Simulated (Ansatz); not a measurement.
`C[Si]1(Cl)C[SiH2]1`. Total charge 0; spin multiplicity 1. Geometry: relaxed with PBE0-D4/def2-TZVP.

```xyz
12

C    -1.265   -0.361   -1.100
Si    0.194   -0.592    0.012
Cl    0.905   -2.514   -0.112
C     1.441    0.698    0.260
Si    0.556    0.874    2.016
H    -1.609    0.673   -1.047
H    -2.082   -1.022   -0.808
H    -0.985   -0.594   -2.130
H     1.344    1.575   -0.376
H     2.472    0.362    0.335
H    -0.685    1.522    1.395
H    -0.287   -0.619    1.555
```

Task: What is the dipole moment at r2SCAN/def2-TZVPP? (Best estimate.)

Result: The calculation gave: 2.49 D, with components (-0.94, 0.53, -2.24) D in this frame, pointing from negative to positive charge.

Task: And with PBE, B3LYP, ωB97M-V? (Estimate.)

Result: Ansatz gave: PBE 2.36 D, B3LYP 2.33 D, ωB97M-V 2.31 D.

Task: Give the Mulliken charges with r2SCAN, B3LYP, PBE in def2-TZVPP. (An estimate is asked.)

Result: The calculation gave: 
```csv
atom,r2SCAN,B3LYP,PBE
C1,-0.28,-0.36,-0.34
Si2,0.46,0.47,0.35
Cl3,-0.23,-0.23,-0.20
C4,-0.31,-0.34,-0.27
Si5,0.04,0.06,-0.02
H6,0.09,0.12,0.12
H7,0.09,0.11,0.12
H8,0.09,0.12,0.12
H9,0.10,0.11,0.11
H10,0.10,0.12,0.11
H11,-0.11,-0.10,-0.07
H12,-0.05,-0.08,-0.03
```

B3LYP here is the variant with VWN-RPA as its local correlation; programs differ in this.
